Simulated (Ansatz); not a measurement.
Geometry optimisation, RHF/def2-SVP in Ansatz.

input.yaml

```yaml
crystal:
  periodic: [false, false, false]
  atoms:
    - { symbol: Al, position_ang: [0.026676, 0.398287, -0.41214] }
    - { symbol: O, position_ang: [-0.076679, 0.090588, 2.533953] }
    - { symbol: H, position_ang: [-0.970313, 0.006123, 2.838629] }
    - { symbol: O, position_ang: [1.485897, -0.208585, -0.951265] }
    - { symbol: H, position_ang: [1.776457, -0.979559, -1.399526] }
    - { symbol: O, position_ang: [-1.503369, -0.192962, -0.74339] }
    - { symbol: H, position_ang: [-1.832929, -0.956757, -1.179266] }
    - { symbol: F, position_ang: [0.087719, 1.864431, 0.390629] }
    - { symbol: H, position_ang: [0.035741, 1.038334, 2.346776] }
basis:
  gaussian: { orbitals: def2-SVP }
hamiltonian:
  xc: hf
relax:
  f_tol: 0.03
  max_steps: 50
```

Command:

```bash
$ ansatz run input.yaml --threads 1 --pin off --max-ram 2048MiB --backend cpu --events-out ev --progress --plain --runs-dir out
```

Q: Where does it end, and by what steps?

A: The forces met the threshold. After 20 steps the energy has fallen by 0.816 eV; H3 moved furthest, 0.82 Å. Joined: Al1–O2 (2.96 → 1.97 Å).

```tsv
step	energy less start (eV)	largest force component (eV/Å)	accepted
0	0.0000	1.232	yes
1	-0.1204	1.582	yes
2	-0.3281	1.832	yes
3	-0.5875	1.121	yes
4	-0.6284	1.822	yes
5	-0.7250	0.538	yes
6	-0.7487	0.144	yes
7	-0.7686	0.192	yes
8	-0.7493	1.488	no
9	-0.7864	0.263	yes
10	-0.7900	0.739	yes
11	-0.8011	0.146	yes
12	-0.8002	0.727	no
13	-0.8070	0.080	yes
14	-0.8118	0.235	yes
15	-0.8017	0.435	no
16	-0.8143	0.153	yes
17	-0.8155	0.101	yes
18	-0.8158	0.045	yes
19	-0.8159	0.044	yes
20	-0.8160	0.010	yes
```

```xyz
9
Properties=species:S:1:pos:R:3
Al 0.035 0.423 -0.060
O -0.012 0.119 1.882
H -0.850 -0.287 2.083
O 1.486 -0.160 -0.706
H 1.725 -1.025 -0.981
O -1.446 -0.412 -0.242
H -1.957 -0.598 -1.008
F -0.025 2.085 0.065
H 0.073 0.916 2.392
```

Whether the end is a true minimum wasn't checked by a vibrational analysis.

Time of the run: 43 s on 1 thread of Arm Neoverse V1 (shared host), peak memory 0.17 GiB.
